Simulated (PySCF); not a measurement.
CH7ClN2Si, SMILES NC[Si@@H](N)Cl.

The structure is a stationary point at PBE-D3(BJ)/def2-SVP. The structure was generated by enumeration; whether it is a known compound was not checked. One conformer was computed; it need not be the lowest.

Computed with PySCF 2.14.0 with PBE-D3(BJ)/def2-SVP.

Frequencies are harmonic and unscaled.

Computed vibrational spectrum:
```
mode  ν (cm⁻¹)  IR (km/mol)   moving atoms (share of kinetic energy)
----  --------  -----------  ---------------------------------------
1           94          1.2  N 34 %, H 32 %, C 16 %, Si 10 %, Cl 8 %
2          116          4.7         N 37 %, Cl 21 %, Si 21 %, H 14 %
3          191          1.1            H 50 %, N 26 %, Si 9 %, C 9 %
4          222         11.2         H 38 %, N 34 %, Si 14 %, Cl 10 %
5          258         28.4          H 45 %, N 23 %, Cl 17 %, Si 9 %
6          309         30.3                                   H 78 %
7          339         16.0                  H 59 %, N 16 %, Cl 11 %
8          475         48.4         H 54 %, N 23 %, Cl 13 %, Si 10 %
9          522        204.1          Si 40 %, H 27 %, Cl 21 %, N 9 %
10         618         20.2                           H 85 %, C 11 %
11         674         46.5                  C 45 %, Si 23 %, H 23 %
12         775         20.3                   H 71 %, C 12 %, N 12 %
13         797        102.4                                   H 86 %
14         847         76.6                  N 36 %, Si 33 %, H 28 %
15         864        249.1                           H 67 %, N 28 %
16         897         99.0                  H 72 %, Si 15 %, N 12 %
17        1047         10.3                                   H 89 %
18        1072          8.6                   C 40 %, H 33 %, N 27 %
19        1214          2.2                           H 74 %, C 23 %
20        1324          0.9                    H 82 %, N 10 %, C 8 %
21        1373          5.0                                   H 93 %
22        1499         36.5                           H 90 %, N 10 %
23        1592         16.7                                   H 93 %
24        2176        112.4                                   H 97 %
25        2962         15.3                                   H 94 %
26        3027          7.2                            H 91 %, C 9 %
27        3393          0.6                                   H 96 %
28        3472          2.4                            H 92 %, N 8 %
29        3474         22.8                                   H 96 %
30        3567         26.3                            H 91 %, N 9 %
```
